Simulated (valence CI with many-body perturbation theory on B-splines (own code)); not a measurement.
Bi¹²⁺ in brief

Method: relativistic CI+MBPT: three valence electrons over a frozen Dirac-Fock core [Xe] 4f14, a basis of 7 s, 7 p, 8 d, 6 f, 4 g, 1 h functions for each j, with the one-electron correlation potential Σ1 (screened to all orders), the two-electron term Σ2, the three-electron term Σ3, Breit, model QED; selected single and double excitations, second order for the rest, scaled by the run's own slope (own B-spline code, finite nucleus).

No measured spectrum was set against this ion. As an estimate, terms of the open shell hold to 2 to 4 % of their energy, and close levels can change places. The list stops below the first excitations out of the core. Only levels of the ground parity were solved; by the run's estimate the other parity begins above the list, which can be wrong where configurations are misplaced.

Levels are named by their leading jj configuration (3d3/2^4 stands for four electrons in 3d with j = 3/2), which in mixed levels can hold well under half, so a name can repeat and another be missing.

Rates and lifetimes use the calculated energies. Strong lines usually hold to 10 to 20 %, long lifetimes can be off by a factor of two.

Task: What is the ground level?

Result: (5d3/2^3) J=3/2, composition 64 % 5d³ ⁴F + 27 % 5d³ ²D + 6 % 5d³ ²P, g = 0.600.

Task: Name the longest-lived excited levels whose lifetime is computed, and their main decay.

Result: (5d3/2^2 5d5/2) J=9/2 at 38361 cm⁻¹ lives 3.24 s, mostly by M1 to (5d3/2^2 5d5/2) J=7/2; (5d3/2^2 5d5/2) J=7/2 at 35272 cm⁻¹ lives 30.5 ms, mostly by M1 to (5d3/2^2 5d5/2) J=5/2.

Task: What is the ionisation energy?

Result: 230.46 eV; NIST lists 229 ± 3 eV (theoretical).

Task: How well does LS coupling describe the low levels?

Result: Among the lowest 20 levels the leading LS term, summed over configurations, holds 66 % on average. For single configurations the figures are 65 % in LS and 86 % in jj coupling. Terms mix most in the J = 3/2 level at 72183 cm⁻¹, where the leading one holds 42 %.
